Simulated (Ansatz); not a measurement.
Total energies of Na2Sb from Ansatz at r2SCAN-D4/def2-TZVP, gas phase (1 Eh = 27.2114 eV = 2625.5 kJ/mol). The reference geometry is relaxed at PBE0-D4/def2-TZVP.

```xyz
3

Na   -0.758   -1.131    1.692
Na    0.304   -0.029   -2.150
Sb    0.454    1.161    0.459
```

| state | geometry | energy (Eh) |
| --- | --- | --- |
| charge 0 doublet | reference | -564.89522 |
| charge 1 triplet | reference | -564.69684 |
| charge 0 quartet | relaxed at PBE0-D4/def2-TZVP | -564.86550 |

In the def2 sets Sb takes a core potential; there is no spin–orbit coupling.

Question: Work out the vertical ionisation energy to the triplet.

Answer: E(charge 1 triplet) − E(charge 0 doublet) = -564.69684 − (-564.89522) = 0.19838 Eh = 5.40 eV. For comparison, −ε of the highest occupied level of the spin that leaves is 3.42 eV at this level, 1.98 eV less.

Question: Which of the charge 0 states is lowest, and how far above it are the others?

Answer: The doublet. quartet: -564.86550 − (-564.89522) = 0.02972 Eh = 78.0 kJ/mol.

The structure comes from a short search, and lower isomers may exist.
